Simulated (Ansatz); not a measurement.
Al₁₅As₁₄H₃₆, a nanocrystal cut from zinc blende AlAs (hydrogen-capped). The state is a doublet with charge 0. Geometry PBE-D4/def2-SVP, that of the charge -1 singlet; atoms count from 1.

```xyz
65

As   -1.502    3.996   -1.497
As   -1.617    0.594   -4.183
As   -2.794    3.165    2.021
As   -2.666   -0.122    3.510
As   -1.651   -3.055   -2.636
As   -2.241   -3.452    1.036
As   -2.104    0.174   -0.402
As    1.441    1.689   -1.764
As    0.847    1.250    2.069
As    1.221   -2.059   -0.175
As    1.529   -1.342   -4.102
As    4.692   -0.623   -1.346
As    0.335   -2.234    3.663
As    4.028   -0.669    2.339
Al   -3.093    2.438   -0.315
Al   -2.810   -0.865   -2.508
Al    1.018    4.079   -1.206
Al    0.857    1.092   -4.048
Al   -3.249   -1.193    1.342
Al   -4.167    1.897    3.722
Al   -0.486    3.133    2.966
Al   -0.273    0.342    4.084
Al   -2.800   -4.695   -1.079
Al    0.814   -3.065   -2.383
Al    0.180   -3.541    1.539
Al    0.338    0.250   -0.085
Al    3.866    1.587   -2.323
Al    3.254    1.762    2.191
Al    3.617   -2.136    0.351
H    -2.123    5.378   -1.285
H    -1.792    3.921   -2.997
H    -1.924    0.133   -5.609
H    -2.361    1.925   -4.265
H    -3.227    4.631    2.043
H    -3.131   -1.137    4.555
H    -1.909   -3.570   -4.054
H    -2.862   -4.297    2.152
H     1.170   -1.941   -5.463
H     3.043   -1.384   -4.285
H     4.975   -1.556   -2.525
H     6.153   -0.466   -0.920
H    -0.447   -3.148    4.616
H     1.712   -2.612    4.226
H     3.537   -1.407    3.578
H     5.526   -0.841    2.604
H    -4.556    2.570   -0.956
H    -4.370   -0.931   -2.852
H     1.607    5.062   -2.333
H     1.233    4.344    0.362
H     1.301    1.932   -5.333
H    -4.835   -1.229    1.116
H    -5.641    1.563    3.170
H    -3.975    2.603    5.156
H    -0.800    2.234    4.355
H     0.183    4.561    3.238
H     0.311    0.369    5.575
H    -4.378   -4.653   -1.389
H    -1.992   -6.086   -1.113
H     1.547   -4.445   -2.734
H     0.847   -5.000    1.575
H     4.788    2.754   -1.736
H     3.898    1.259   -3.911
H     3.849    2.095    0.732
H     3.730    2.542    3.508
H     4.328   -3.570    0.418
```

Single mean-field runs in def2-SVP are fitted with def2-universal-jkfit.

Estimate the Mulliken populations of the heavy atoms from the PBE0/def2-SVP orbitals of Ansatz.


```
atom  charge (e)  spin (α − β)
 As1       -0.23          0.00
 As2       -0.24          0.00
 As3       -0.47          0.07
 As4       -0.47          0.04
 As5       -0.50          0.00
 As6       -0.49          0.03
 As7       -0.75          0.01
 As8       -0.72          0.04
 As9       -0.65          0.36
As10       -0.74          0.04
As11       -0.23          0.00
As12       -0.23          0.00
As13       -0.17          0.23
As14       -0.23          0.03
Al15        0.52          0.00
Al16        0.53          0.00
Al17        0.42          0.00
Al18        0.48          0.00
Al19        0.52          0.00
Al20        0.43          0.00
Al21        0.46          0.02
Al22        0.44          0.01
Al23        0.44          0.00
Al24        0.53          0.00
Al25        0.49         -0.01
Al26        0.66         -0.03
Al27        0.36          0.00
Al28        0.42         -0.01
Al29        0.49          0.00
```
Mulliken values depend strongly on the basis.

Where does the spin sit?

Summed by element: As 0.85, Al -0.01, H 0.16, of 1 unpaired in all. Largest on single atoms: As9 0.36, As13 0.23, As3 0.07.

And the Mayer bond orders between heavy atoms (over 0.3)?

As1–Al15 0.68 (2.52 Å); As1–Al17 0.57 (2.54 Å); As2–Al16 0.63 (2.52 Å); As2–Al18 0.64 (2.53 Å); As3–Al15 0.75 (2.46 Å); As3–Al20 0.59 (2.53 Å); As3–Al21 0.75 (2.49 Å); As4–Al19 0.72 (2.49 Å); As4–Al20 0.57 (2.52 Å); As4–Al22 0.75 (2.50 Å); As5–Al16 0.75 (2.48 Å); As5–Al23 0.58 (2.54 Å); As5–Al24 0.77 (2.48 Å); As6–Al19 0.71 (2.49 Å); As6–Al23 0.58 (2.52 Å); As6–Al25 0.79 (2.47 Å); As7–Al15 0.73 (2.47 Å); As7–Al16 0.74 (2.45 Å); As7–Al19 0.68 (2.49 Å); As7–Al26 0.79 (2.46 Å); As8–Al17 0.63 (2.49 Å); As8–Al18 0.82 (2.43 Å); As8–Al26 0.79 (2.47 Å); As8–Al27 0.66 (2.49 Å); As9–Al21 0.58 (2.48 Å); As9–Al22 0.64 (2.48 Å); As9–Al26 0.75 (2.43 Å); As9–Al28 0.62 (2.46 Å); As10–Al24 0.71 (2.46 Å); As10–Al25 0.71 (2.49 Å); As10–Al26 0.73 (2.47 Å); As10–Al29 0.77 (2.45 Å); As11–Al18 0.64 (2.53 Å); As11–Al24 0.64 (2.54 Å); As12–Al27 0.55 (2.55 Å); As12–Al29 0.69 (2.51 Å); As13–Al22 0.43 (2.68 Å); As13–Al25 0.66 (2.50 Å); As14–Al28 0.53 (2.56 Å); As14–Al29 0.71 (2.50 Å).
